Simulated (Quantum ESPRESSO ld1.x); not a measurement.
Values are calculated unless marked as measured or tabulated.
Task: Species: W2+. Configuration: [Kr] 4d10 4f14 5s1 5p6 5d5 (not the ground configuration). Code: ld1.x of Quantum ESPRESSO 7.5. Model: scalar-relativistic Kohn-Sham, LDA (Slater exchange, Hedin-Lundqvist correlation), spin-unpolarised, spherical densities, point nucleus. Some entries of the table are withheld. Estimate them.

orbital  occ.  eigenvalue (hartree)  <r^2> (bohr^2)
1s          2              -2552.64       0.0004634
2s          2                   (1)             (2)
2p          6              -386.123        0.005895
3s          2              -102.185         0.04629
3p          6              -85.8630         0.04704
3d         10              -67.0604         0.03900
4s          2              -21.6601          0.2284
4p          6              -16.3044             (3)
4d         10              -9.51549          0.3031
5s          1              -3.62733           1.260
5p          6              -2.28737           1.720
4f         14                   (4)          0.4556
5d          5              -0.79605             (5)
6s          0              -0.74312           8.286
6p          0              -0.49738           12.83

Result: 
(1) 2s eigenvalue (hartree): -441.250
(2) 2s <r^2> (bohr^2): 0.007126
(3) 4p <r^2> (bohr^2): 0.2602
(4) 4f eigenvalue (hartree): -1.98178
(5) 5d <r^2> (bohr^2): 3.841
